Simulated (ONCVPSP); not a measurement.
**nickel (Ni), ONCV: configuration errors across variants**

```json
{
 "Element": "nickel",
 "Generator": "ONCVPSP 4.0.1",
 "Type": "optimised norm-conserving Vanderbilt (ONCV)",
 "Functional": "PBE",
 "Relativity": "scalar-relativistic",
 "Frozen core": "[Ne] 3s2",
 "Valence charge": "16",
 "Reference configuration": "3p6 3d8 4s1.5 4p0.5",
 "Partial waves": "4s: rc 1.80 bohr, ncon 4, nbas 8, qcut 3.9 1/bohr, 1 projector; 3p+4p: rc 1.60 bohr, ncon 4, nbas 8, qcut 9.8 1/bohr, 2 projectors; 3d: rc 0.85 bohr, ncon 4, nbas 9, qcut 14.9 1/bohr, 1 projector",
 "Local potential": "polynomial inside 0.55 bohr (lpopt 1, dvloc0 4 Ha)",
 "Core correction": "Teter function fitted to the true core (icmod 2), fcfact 0.55"
}
```

All-electron excitation energies from the reference (eV): (1) 3p6 3d8 4s2 4p0 -2.253; (2) 3p6 3d8 4s1 4p0 7.070; (3) 3p6 3d8 4s0 4p0 24.421; (4) 3p6 3d8 4s1.5 4p0 1.465.

A true bound ghost makes a file unfit for plane-wave use even where its test errors are small: the radial tests pick states by their node count and pass the ghost by.

Errors AE − PS in meV (a dash: test not solved or not reliable):

```
    change   (1)   (2)  (3)   (4)  bound ghosts  GHOST(+) flags above zero
      base  -1.0  -1.1  -22  +0.1             s                       none
 p: rc 1.1  -0.9  -0.9  -21  +0.2             s                       none
p: rc 1.42  -1.0  -1.0  -21  +0.1             s                       none
p: rc 1.58  -1.0  -1.0  -22  +0.1             s                       none
 p: rc 1.7  -1.0  -1.1  -22  +0.1             s                       none
p: rc 1.88  -1.0  -1.2  -24  +0.1             s                       none
   p: rc 2  -1.0  -1.3  -25  +0.1             s                       none
p: rc 2.18  -1.1  -1.5  -27  +0.1             s                       none
p: rc 2.32  -1.2  -1.8  -34  +0.1             s                       none
```

Task: Give the same row for: p: rc 1.26.

Result: -0.9, -0.9, -21, +0.2; bound ghosts: s; GHOST(+) flags above zero: none.
